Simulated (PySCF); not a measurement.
## Te: electron affinity

Te⁻ [Kr] 4d10 5s2 5p5 (2P) → Te [Kr] 4d10 5s2 5p4 (3P), as a difference of total energies. Calculation: PySCF 2.14, in x2c-TZVPPall with one added diffuse shell each of s, p, d, f type (9s7p5d3f, 76 functions); scalar relativity by spin-free X2C-1e. Correlated levels: valence and next inner shell: [Ar] 3d10 frozen. The calculations carry no spin-orbit coupling.

```tsv
method	electron affinity (eV)
UHF	1.076
MP2 (valence and next inner shell)	1.897
SCS-MP2 (valence and next inner shell)	1.869
CCSD (valence and next inner shell)	1.853
CCSD(T) (valence and next inner shell)	1.924
```

Q: How much does correlation contribute at CCSD(T) (valence and next inner shell)?

A: 1.924 − (1.076) = 0.848 eV, measured against UHF.

The reference lies between the lowest fine-structure levels, while these numbers refer to the centres of the terms.

Errors of the correlated levels include the incompleteness of this basis and the frozen core.

For comparison: 1.971 eV (measured; photodetachment measurements, as compiled on the Wikipedia data page of electron affinities).
